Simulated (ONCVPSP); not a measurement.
# Cutoff test, K (Z = 19), ONCV

ONCVPSP 4.0.1 input, shortened (lines: element, Z, core and valence counts, functional; n l f; lmax; l rc ep ncon nbas qcut; lloc lpopt rc5 dvloc0; l nproj debl; icmod fcfact rcfact), LDA (Perdew-Wang 92), scalar-relativistic:

```
  K 19.00    3    4  -001012      upf
    1    0    2.00
    2    0    2.00
    2    1    6.00
    3    0    2.00
    3    1    6.00
    4    0    0.50
    4    1    0.50
    3
    0    1.95    0.00    3    6    7.60
    1    2.50    0.00    4    7    6.40
    2    2.00    0.12    3    6    5.70
    3    2.75    0.40    4    7    4.60
    4    3    1.55    6.00
    0    2    1.90
    1    2    3.90
    2    2    0.60
    3    2    2.30
    3    4.25    1.40
```

Question: For each optimised wave give the share of its norm inside rc, the residual kinetic energy above qcut (Ha) and the cutoffs (Ha) for errors of 10, 1, 0.1 and 0.01 mHa per electron.

Answer:

```csv
wave,norm inside rc,residual KE,10 mHa,1 mHa,0.1 mHa,0.01 mHa
3s,0.909,5.5e-08,9.9,14.6,18.3,21.1
4s,0.030,2.2e-09,2.5,10.8,15.7,19.6
3p,0.940,7.7e-09,8.4,11.3,13.8,15.8
4p,0.019,1.7e-09,4.0,7.5,10.6,13.3
d projector 1,0.581,3.1e-04,11.9,14.8,30.3,63.3
d projector 2,0.266,9.6e-04,13.1,16.4,26.8,41.9
f projector 1,0.059,1.2e-06,1.6,3.7,6.4,8.7
f projector 2,0.246,3.9e-03,9.2,14.6,31.4,36.1
```

The occupied waves need 15 Ha and 18 Ha for 1 and 0.1 mHa.
